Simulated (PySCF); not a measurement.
Species: C₂H₆BNS₂.
Numbering: `[NH2:1][B:2]1[S:3][CH2:4][CH2:5][S:6]1` (hydrogens: H7, H8 on N1; H9, H10 on C4; H11, H12 on C5)

A GFN2-xTB structure with every atom displaced at random (by about 0.01 Å) was refined with PBE0-D3(BJ)/def2-SVP geometry optimisation, gas phase in PySCF. Values at the start:

```tsv
coordinate	start
N1–B2	1.411 Å
N1–H7	1.020 Å
B2–S3	1.821 Å
S3–C4	1.788 Å
C4–C5	1.505 Å
C4–H9	1.070 Å
N1–B2–S3	122.3°
B2–S3–C4	94.1°
S3–B2–S6	114.4°
S3–C4–C5	111.5°
S3–C4–C5–S6	46°
C4–C5–S6–B2	-33°
```

**Question.** How do these coordinates change at the PBE0-D3(BJ)/def2-SVP level?

**Answer.** 
| coordinate | PBE0-D3(BJ)/def2-SVP (Å or °) | change |
| --- | --- | --- |
| S3–C4 | 1.826 | +0.038 |
| C4–H9 | 1.101 | +0.031 |
| N1–B2 | 1.398 | -0.013 |
| N1–H7 | 1.010 | -0.010 |
| C4–C5 | 1.515 | +0.010 |
| B2–S3 | 1.825 | +0.004 |
| S3–C4–C5 | 109.3 | -2.2 |
| N1–B2–S3 | 123.0 | +0.7 |
| S3–B2–S6 | 113.9 | -0.5 |
| B2–S3–C4 | 94.4 | +0.3 |
| C4–C5–S6–B2 | -35 | -2 |
| S3–C4–C5–S6 | 48 | +2 |

The energy falls by 0.099 eV over 7 energy and gradient evaluations, the largest force component goes from 0.0383 to 2.2e-04 Eh/bohr, and the atoms move by 0.030 Å rms after alignment. The bond that changes most is S3–C4 (ends: sulfur bonded to B and C; sp3 carbon bound to sulfur), which lengthens by 0.038 Å. Bonds longer at the end by more than 0.005 Å: 5 of 12; shorter: 5. Rotational constants go from 2919, 2652, 1439 to 2919, 2633, 1437 MHz.

The run used 122 basis functions and 46 SCF cycles in all. The run took 38 s wall on one thread, Arm Neoverse V2 (aarch64), no GPU (shared host), and the process peaked at 0.53 GiB of memory.

Whether it is a minimum is left open (no frequencies). The numbers are those of one conformer.

Shape of the structure used: `[NH2:1][B:2]1[S:3][CH2:4][CH2:5][S:6]1`: H–N1–B2–S3 -173°, H–N1–B2–S3 6°.
